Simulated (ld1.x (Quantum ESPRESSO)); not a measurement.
promethium (Pm): one change to a TM potential, before and after

- Element: promethium (Pm)
- Generator: ld1.x (Quantum ESPRESSO) 7.5
- Type: norm-conserving Troullier–Martins (Kleinman–Bylander form)
- Functional: BLYP
- Relativity: scalar-relativistic
- Frozen core: [Xe] 4f4
- Valence charge: 3
- Reference configuration: 5d1 6s1 6p1
- Partial waves: 6s (bound): rc 3.75 bohr; 6p (bound): rc 3.45 bohr; 5d (bound): rc 2.30 bohr
- Local potential: all-electron potential smoothed inside 3.55 bohr (lloc = -1)
- Core correction: a·sin(br)/r model core inside 2.15 bohr

All-electron outer shells of the reference configuration (BLYP, scalar-relativistic, ld1.x):

```
shell  level (eV)  outermost node (bohr)  outermost maximum (bohr)
   5p      -26.30                   0.75                      1.44
   4f       -8.46                      –                      0.62
   6s       -4.51                   1.70                      3.45
   5d       -3.66                   0.85                      2.04
   6p       -1.72                   2.02                      4.60
```

Change: wave 6s (bound): rc 3.75 bohr becomes 6s (bound): rc 4.36 bohr.

Cutoffs: the cutoffs (Ry, on a coarse ladder) from which the occupation-weighted sum of valence levels, in a spherical-Bessel basis at the reference potential, stays within 10 and 1 mRy of its value at 400 Ry; they do not see the model core or the augmentation charge, which bear on the density cutoff. Errors are all-electron minus pseudo energies relative to the spin-unpolarised reference configuration.

Question: Predict the effect on cutoff, ghosts and configuration errors.

Answer: The potential gets neither clearly harder nor softer (12 Ry and 18 Ry → 12 Ry and 18 Ry); of the 7 tests that both files solve, the error grows in 2 and shrinks in 4 by more than 15 % and 0.3 meV (median size 24.9 → 17.0 meV); neither file shows a bound ghost.

| quantity | base | changed |
| --- | --- | --- |
| cutoff, loose | 12 Ry | 12 Ry |
| cutoff, tight | 18 Ry | 18 Ry |
| bound ghosts | none | none |
| error for 5d1 6s2 6p0, meV [ΔE -2.69 eV] | -1.0 | -2.8 |
| error for 5d1 6s1 6p0, meV [ΔE 3.59 eV] | -1.0 | -0.1 |
| error for 5d1 6s0 6p0, meV [ΔE 15.29 eV] | -25 | -34 |
| error for 5d2 6s0 6p0, meV [ΔE 4.31 eV] | -83 | -65 |
| error for 5d0 6s2 6p1, meV [ΔE -0.56 eV] | -42 | -0.1 |
| error for 5d2 6s1 6p0, meV [ΔE -1.35 eV] | -57 | -48 |
| error for 5d1.5 6s1.5 6p0, meV [ΔE -2.07 eV] | -18 | -17 |
